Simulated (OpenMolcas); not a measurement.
SeH⁺ at 1.493 Å: OpenMolcas input and output

Input (each module block was a call of its own in one work directory; start orbitals came from a preliminary run):

```
&GATEWAY
Coord
2
angstrom
Se 0.0 0.0 0.0
H 0.0 0.0 1.4930
Basis=ANO-RCC-VTZP
Group=XY
RX2C
AMFI
ANGMom
0.0 0.0 0.0
RICD
&SEWARD
&GUESSORB
* RASSCF and CASPT2 blocks for each multiplicity and irrep, as for the first:
&RASSCF
FileOrb=$CurrDir/o31.orb
Symmetry=1
Spin=3
nActEl=4 0 0
Inactive=9 6
RAS2=2 2
CIRoot=1 1 1
Linear
Iterations=120 100
OrbListing=Nothing
PRWF=0.15
>>COPY $Project.RasOrb $CurrDir/o31.orb
>>COPY $Project.rasscf.h5 $CurrDir/r31.h5
&CASPT2
XMultistate=all
Imaginary=0.2
IPEA=0.25
MaxIter=40
>>COPY $Project.JobMix JOB001
&RASSI
Nr of JobIphs=4 1 3 2 2
1
1 2 3
1 2
1 2
SpinOrbit
EJob
Omega
MEES
MESO
Properties=4
'AngMom' 3 'Mltpl  1' 1 'Mltpl  1' 2 'Mltpl  1' 3
Thrs=1.0d-4
>>COPY $Project.rassi.h5 $CurrDir/so.h5
```

```bash
pymolcas m.inp
```

C2 symmetry about the axis (a holds Σ, Δ, Γ; b holds Π, Φ, H; Σ⁺ and Σ⁻ are not told apart); roots by multiplicity and irrep: 3a 1, 1a 3, 3b 2, 1b 2.

RASSI part of the output, in excerpt:

```
SPIN-FREE ENERGIES:
  (Shifted by EMIN (a.u.) =      -2428.4599306695)
 SF State       Relative EMIN(au)   Rel lowest level(eV)    D:o, cm**(-1)      Abs_M
     1             0.0000000000        0.0000000000              0.0000         0.0
     2             0.0431233257        1.1734454730           9464.4760         2.0
     3             0.0431233559        1.1734462948           9464.4826         2.0
     4             0.0867457334        2.3604716558          19038.4879         0.0
     5             0.1480178283        4.0277702980          32486.1583         1.0
     6             0.1480178368        4.0277705295          32486.1602         1.0
     7             0.1848853732        5.0309873011          40577.6491         1.0
     8             0.1848853795        5.0309874724          40577.6505         1.0
++ Dipole transition strengths (spin-free states):
     for osc. strength at least  1.00000000E-05
      From   To        Osc. strength     Einstein coefficients Ax, Ay, Az (sec-1)    Total A (sec-1)
         1    5       8.06105796E-03  5.67398370E+06  5.60501361E+02  0.00000000E+00  5.67454420E+06
         1    6       8.06105835E-03  5.60501460E+02  5.67398462E+06  0.00000000E+00  5.67454513E+06
         2    7       1.50812582E-03  9.45757478E+05  2.80394789E+04  0.00000000E+00  9.73796957E+05
         2    8       1.50812573E-03  2.80394843E+04  9.45757503E+05  0.00000000E+00  9.73796987E+05
         3    7       1.50812536E-03  2.80394645E+04  9.45756778E+05  0.00000000E+00  9.73796243E+05
         3    8       1.50812556E-03  9.45756994E+05  2.80394628E+04  0.00000000E+00  9.73796457E+05
         4    7       4.00115665E-04  2.30760270E+04  1.00742421E+05  0.00000000E+00  1.23818448E+05
         4    8       4.00115748E-04  1.00742464E+05  2.30760257E+04  0.00000000E+00  1.23818490E+05
 Electric-quadrupole - electric-quadrupole not included
 Electric-dipole - electric-octupole not included
 Electric-dipole - magnetic-quadrupole not included
   Eigenvalues of complex Hamiltonian:
  (Shifted by EMIN (a.u.) =      -2428.4599306695)
 SO State       Relative EMIN(au)   Rel lowest level(eV)    D:o, cm**(-1)      Omega
     1            -0.0009874294        0.0000000000              0.0000         0.0
     2            -0.0001351642        0.0231913167            187.0506         1.0
     3            -0.0001351642        0.0231913166            187.0506         1.0
     4             0.0429127159        1.1945838099           9634.9682         2.0
     5             0.0429127461        1.1945846301           9634.9748         2.0
     6             0.0872091408        2.3999509362          19356.9097         0.0
     7             0.1439855732        3.9449163679          31817.8963         2.0
     8             0.1439855732        3.9449163696          31817.8963         2.0
     9             0.1476393210        4.0443399107          32619.8012         1.0
    10             0.1476393293        4.0443401380          32619.8031         1.0
    11             0.1522607018        4.1700940895          33634.0771         0.0
    12             0.1527847238        4.1843534535          33749.0866         0.0
    13             0.1853990449        5.0718343426          40907.1027         1.0
    14             0.1853990510        5.0718345100          40907.1041         1.0
 Weights of the five most important spin-orbit-free states for each spin-orbit state.
 SO State  Total energy (au)           Spin-free states, spin, and weights
    1        -0.000987       1 1.0  0.9897    4 0.0  0.0096    5 1.0  0.0004    6 1.0  0.0004    3 0.0  0.0000
    2        -0.000135       1 1.0  0.9992    6 1.0  0.0004    7 0.0  0.0002    8 0.0  0.0002    5 1.0  0.0000
    3        -0.000135       1 1.0  0.9992    5 1.0  0.0004    8 0.0  0.0002    7 0.0  0.0002    6 1.0  0.0000
    4         0.042913       2 0.0  0.9979    5 1.0  0.0010    6 1.0  0.0010    3 0.0  0.0000    1 1.0  0.0000
    5         0.042913       3 0.0  0.9979    5 1.0  0.0010    6 1.0  0.0010    2 0.0  0.0000    1 1.0  0.0000
    6         0.087209       4 0.0  0.9845    1 1.0  0.0092    5 1.0  0.0032    6 1.0  0.0032    3 0.0  0.0000
    7         0.143986       5 1.0  0.4990    6 1.0  0.4990    2 0.0  0.0021    3 0.0  0.0000    4 0.0  0.0000
    8         0.143986       5 1.0  0.4990    6 1.0  0.4990    3 0.0  0.0021    2 0.0  0.0000    4 0.0  0.0000
    9         0.147639       5 1.0  0.9875    8 0.0  0.0097    7 0.0  0.0022    1 1.0  0.0006    6 1.0  0.0000
   10         0.147639       6 1.0  0.9875    7 0.0  0.0097    8 0.0  0.0022    1 1.0  0.0006    5 1.0  0.0000
   11         0.152261       6 1.0  0.5000    5 1.0  0.5000    2 0.0  0.0000    3 0.0  0.0000    4 0.0  0.0000
   12         0.152785       6 1.0  0.4965    5 1.0  0.4965    4 0.0  0.0059    1 1.0  0.0012    3 0.0  0.0000
   13         0.185399       7 0.0  0.9877    6 1.0  0.0098    5 1.0  0.0022    1 1.0  0.0003    8 0.0  0.0000
   14         0.185399       8 0.0  0.9877    5 1.0  0.0098    6 1.0  0.0022    1 1.0  0.0003    7 0.0  0.0000
++ Dipole transition strengths (SO states):
        for osc. strength at least   1.00000000E-05
      From   To        Osc. strength     Einstein coefficients Ax, Ay, Az (sec-1)    Total A (sec-1)
         1    9       7.96498092E-03  5.65289765E+06  2.40356197E+02  0.00000000E+00  5.65313800E+06
         1   10       7.96498124E-03  2.40356152E+02  5.65289851E+06  0.00000000E+00  5.65313887E+06
         1   13       6.79146256E-05  1.45117865E+04  6.12941086E+04  0.00000000E+00  7.58058951E+04
         1   14       6.79145709E-05  6.12940484E+04  1.45117908E+04  0.00000000E+00  7.58058391E+04
         2    6       1.67197880E-05  3.60280462E+02  3.73808646E+03  0.00000000E+00  4.09836692E+03
         2    7       3.91711706E-03  9.64704338E+05  1.64944494E+06  0.00000000E+00  2.61414928E+06
         2    8       3.91711896E-03  1.64944819E+06  9.64702362E+05  0.00000000E+00  2.61415055E+06
         2   11       4.14622387E-03  2.82194430E+06  2.71982272E+05  0.00000000E+00  3.09392658E+06
         2   12       4.13542385E-03  2.73141589E+05  2.83398433E+06  0.00000000E+00  3.10712592E+06
         3    6       1.67197919E-05  3.73808751E+03  3.60280360E+02  0.00000000E+00  4.09836787E+03
         3    7       3.91711874E-03  1.64944815E+06  9.64702258E+05  0.00000000E+00  2.61415040E+06
         3    8       3.91711684E-03  9.64704234E+05  1.64944490E+06  0.00000000E+00  2.61414914E+06
         3   11       4.14623076E-03  2.71981680E+05  2.82195004E+06  0.00000000E+00  3.09393172E+06
         3   12       4.13541739E-03  2.83397892E+06  2.73142147E+05  0.00000000E+00  3.10712106E+06
         4    9       1.36277386E-05  1.57769616E+03  3.22459767E+03  0.00000000E+00  4.80229383E+03
         4   10       1.36277488E-05  3.22460147E+03  1.57769669E+03  0.00000000E+00  4.80229816E+03
         4   13       1.49775750E-03  9.50952566E+05  2.60569188E+04  0.00000000E+00  9.77009485E+05
         4   14       1.49775742E-03  2.60569245E+04  9.50952593E+05  0.00000000E+00  9.77009518E+05
         5    9       1.36277355E-05  3.22459539E+03  1.57769457E+03  0.00000000E+00  4.80228996E+03
         5   10       1.36277443E-05  1.57769559E+03  3.22459824E+03  0.00000000E+00  4.80229383E+03
         5   13       1.49775704E-03  2.60569056E+04  9.50951866E+05  0.00000000E+00  9.77008771E+05
         5   14       1.49775724E-03  9.50952085E+05  2.60569047E+04  0.00000000E+00  9.77008990E+05
         6    9       1.47509217E-05  1.73069027E+03  7.35881077E-02  0.00000000E+00  1.73076386E+03
         6   10       1.47509205E-05  7.35867510E-02  1.73069062E+03  0.00000000E+00  1.73076420E+03
         6   12       1.61648562E-05  0.00000000E+00  0.00000000E+00  2.23340277E+03  2.23340277E+03
         6   13       4.17356803E-04  2.47497178E+04  1.04536447E+05  0.00000000E+00  1.29286165E+05
         6   14       4.17356880E-04  1.04536488E+05  2.47497165E+04  0.00000000E+00  1.29286205E+05
 Electric-quadrupole - electric-quadrupole not included
 Electric-dipole - electric-octupole not included
 Electric-dipole - magnetic-quadrupole not included
```

Only roots inside an energy window near the equilibrium distance were included, so the list of states is not complete; labels number the states computed. Each spin and symmetry block has orbitals of its own, averaged over its own roots, so gaps between blocks are less sure than gaps within one and near the minimum can be off by tenths of an eV, in bad cases by more. No Rydberg orbitals are active, so Rydberg states, and σ→σ* states whose orbital the CASSCF left unused, can be missing between those listed.
